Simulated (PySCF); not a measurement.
## GeF₂: calculation against measurement

Isolated GeF₂, optimised in PySCF with density fitting and no spin–orbit coupling; def2 sets carry scalar-relativistic core potentials from Rb on. It is a singlet of C2v symmetry: PBE0/def2-TZVP Ge–F 1.745 Å (×2), F–Ge–F 97.1°.

Counting electrons, germanium keeps 2 of its valence electrons outside its bonds, so the VSEPR class is AX2E1 and the expected shape is bent (C2v), as computed.

Task: The measured dipole moment is 2.61 D (NIST CCCBDB Release 22 (SRD 101), experimental dipoles). What do the calculations give?

Result: PBE0/def2-TZVP 2.47 D. The measured value is a vibrational average, and the basis lacks diffuse functions.
